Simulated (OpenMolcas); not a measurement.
# Ni+, Pd+, Pt+: d⁹ down the group

```
Program             : OpenMolcas 26.06
Method              : XMS-CASPT2, IPEA 0.25 Eh, imaginary shift 0.1 Eh
Basis               : ANO-RCC-VTZP
Scalar Hamiltonian  : DKH2, point nucleus
Spin-orbit coupling : state interaction with AMFI integrals over the reference wave functions, term energies averaged over their components
```

Active space for each ion: 9 electrons in 6 orbitals (d s); closed shells correlated by CASPT2: Ni+ 3s 3p; Pd+ 4s 4p; Pt+ 5s 5p.

Computed levels in cm-1 above ²D_5/2:

```csv
Level,Ni+,Pd+,Pt+
²D_3/2,1614,3630,9040
weight of ²D in the lowest level (%),99,100,96
```

Measured, with the error of the calculation in %. Measured levels: Ni+, Pd+ from NIST Handbook of Basic Atomic Spectroscopic Data.

| Level | Ni+ | Pd+ |
| --- | --- | --- |
| ²D_3/2 | 1507 (+7.1) | 3539 (+2.6) |

The fine-structure level ²D_3/2 changes by a factor of 5.6 from Ni+ to Pt+.

Term energies are means over components that CASPT2 splits; among the terms shown or strongly mixed into the levels shown the widest spread is 110 cm-1 (4d⁹ ²D, Pd+). Over all roots computed the reference weight is 0.85 to 0.92 in Ni+; the roots of lowest weight are the least certain, and an intruder state may touch them. Measured partners are found by configuration, term and J. A level has none where our copy of the source lacks it or the pairing is in doubt (some pairs that miss far off the trend of their configuration count as doubtful), and it then counts in no deviation. Only configurations of the active space appear.
